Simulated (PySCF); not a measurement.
H₃Sn, SMILES [SnH3-], charge -1. Atoms are numbered in the order given.

```xyz
4

Sn     0.0000     0.0000    -0.0565
H      1.3072     0.7547     0.9412
H     -1.3072     0.7547     0.9412
H      0.0000    -1.5094     0.9412
```
Charge -1, spin multiplicity 1.

Coordinates come from a B3LYP-D3(BJ)/def2-TZVPD optimisation. The def2 effective core potentials stand for the cores of Sn; spin–orbit coupling is left out.

The numbers are results of PBE/def2-TZVPD run with PySCF, not measurements.

Symmetry labels are those of the subgroup Cs that the program uses (full group C3v).

List the valence orbital energies around the gap with their symmetry. (An estimate is asked for; the answer gives what the named calculation found.)


```
orbital  symmetry  energy (eV)
-------  --------  -----------
HOMO−7         A'       -18.82
HOMO−6         A'       -18.72
HOMO−5         A"       -18.72
HOMO−4         A'       -18.65
HOMO−3         A'        -6.07
HOMO−2         A"        -1.45
HOMO−1         A'        -1.45
HOMO           A'         0.44
LUMO           A'         3.61
LUMO+1         A"         4.31
LUMO+2         A'         4.31
LUMO+3         A'         5.28
```
